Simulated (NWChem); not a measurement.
Species: MgF2; SMILES [F][Mg][F]

```xyz
3

Mg     0.0000     0.0000    -0.0477
F      1.7353     0.0000    -0.0477
F     -1.7353     0.0000    -0.0477
```
Atoms are numbered in this order, from 1.

Program: NWChem. Pople sets run with spherical d functions. The geometry was optimised at B3LYP/6-31G* (spherical d). B3LYP is NWChem's, with the RPA form of VWN correlation. Vzz is the largest principal value of the second derivative of the potential at the nucleus (NWChem prints the opposite sign); η is the asymmetry. Non-relativistic.

| level | Vzz Mg1 (a.u.) | η Mg1 |
|---|---|---|
| B3LYP/def2-SVP | (withheld) | 0.00 |
| B3LYP/6-31G* | -0.851 | 0.00 |
| PBE/cc-pVTZ | -0.943 | 0.00 |
| PBE/def2-SVP | -0.976 | 0.00 |

Question: Fill in the missing entries.

Answer: 
- B3LYP/def2-SVP, Vzz Mg1 (a.u.): -1.000
